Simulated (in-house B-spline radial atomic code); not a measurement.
**V VI (V5+): [He] 2s2 (2p1/2)2 (2p3/2)3 3s2 3p6 (4f7/2)1 (an excited or competing configuration)**

Method: Dirac-Hartree-Fock, average of the jj configuration, Fermi nucleus of rms radius 3.6002 fm. Calculated with a radial B-spline atomic code at the basis-set limit.

Screening seen three ways: the hydrogenic charge with the same mean radius, Z_r = [3n² - l(l+1)]/(2<r>), the one with the same energy, Z_e = n√(-2ε), and Slater's rules. Values are occupation-weighted means over j.

```csv
shell,electrons,ε (eV),<r> (bohr),Z_r,Z_e,Slater
1s,2,-5682.7,0.06633,22.61,20.44,22.70
2s,2,-788.41,0.3015,19.90,15.22,19.20
2p,5,-687.12,0.2691,18.58,14.21,19.20
3s,2,-182.53,0.8656,15.60,10.99,12.60
3p,6,-147.51,0.89,14.04,9.88,12.60
4f,1,-31.316,2.856,6.30,6.07,6.00
```

The least bound orbital is 4f7/2 at -31.32 eV, and it is also the most diffuse (<r> = 2.856 bohr). The part-filled 2p shell lies below the filled 3p shell in orbital energy.

For the 1s electron the small component carries 0.681 % of the norm, the zero-frequency Breit interaction raises the level by 5.627 eV, self-energy by 2.706 eV, and vacuum polarisation lowers it by 0.2154 eV.
